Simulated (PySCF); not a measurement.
# State search for PPb

Unrestricted PBE0; P def2-SVP, Pb def2-SVP with ECP60; scalar-relativistic core potentials (PySCF 2.14). Outer shells of the fragments: P 3s2 3p3; Pb 5d10 6s2 6p2.

Followed along the bond (rough minima from three points):

```
2Ms+1     unpaired  ⟨S²⟩ at the start  R at minimum (Å)  Te (eV)
    2          π ↑               0.79              2.45     0.00
    2          σ ↑               0.86              2.33     0.37
    4        π ↑↑↑               3.76  none in the scan   ≤ 1.03
    6  σ ↑, π ↑↑↑↑               8.75  none in the scan   ≤ 2.66
```

Solutions found at the starting distance of 2.460 Å, counted from the lowest of them; the search is not exhaustive and high or unbound solutions are not listed, so other states can lie among these:

| 2Ms+1 | unpaired | term | E (eV) | ⟨S²⟩ | ⟨Lz²⟩ | μ (D) |
| --- | --- | --- | --- | --- | --- | --- |
| 2 | π ↑ | ²Π | 0.00 | 0.79 | 1.01 | 2.77 |
| 2 | σ ↑ | ²Σ⁺ | 0.51 | 0.86 | 0.00 | 3.06 |
| 4 | π ↑↑↑ | ⁴Π | 1.34 | 3.76 | 1.00 | 0.96 |
| 4 | σ ↑, π ↑↑ | mixed | 1.72 | 3.76 | 2.01 | 1.61 |
| 2 | π ↑↑↓ | mixed | 1.72 | 1.76 | 3.02 | 0.95 |
| 4 | σ ↑, π ↑↑ | mixed | 2.13 | 3.76 | 2.00 | 1.95 |
| 2 | σ ↓, π ↑↑ | mixed | 2.14 | 1.77 | 2.01 | 1.65 |
| 2 | σ ↓, π ↑↑ | mixed | 2.56 | 1.76 | 2.00 | 2.02 |
| 2 | π ↑ | mixed | 3.04 | 0.75 | 3.01 | 0.78 |
| 6 | σ ↑, π ↑↑↑↑ | ⁶Σ⁺ | 3.19 | 8.75 | 0.00 | -1.81 |
| 4 | σ ↓, π ↑↑↑↑ | mixed | 4.04 | 4.77 | 0.00 | -1.90 |
| 4 | σ ↑, π ↑↑ | ⁴Σ⁻ | 4.50 | 3.75 | 0.00 | -0.39 |
| 4 | σ ↑↑, π ↑ | ⁴Π | 4.62 | 3.77 | 1.01 | -0.02 |
| 6 | σ ↑↑, π ↑↑↑ | ⁶Π | 5.81 | 8.75 | 1.00 | -2.55 |

A term symbol is given only where ⟨S²⟩ and ⟨Lz²⟩ are close to those of a pure state; real π, δ and φ orbitals otherwise mix terms. A positive dipole means P(−)Pb(+).

Question: Compare the gap between the two lowest followed solutions at the starting distance with the gap between their minima.

Answer: At PBE0 the second solution (doublet, unpaired electrons σ ↑) lies +0.51 eV from the first (doublet, unpaired electrons π ↑) at 2.460 Å and +0.37 eV at the minima; the two curves relax by different amounts, since their minima lie near 2.33 and 2.45 Å.

These are scalar-relativistic numbers at best; spin–orbit coupling would shift them, the dissociation energy most. Counting both spins, an empty level lies below a filled one in some of these solutions, because spin and occupation are held.
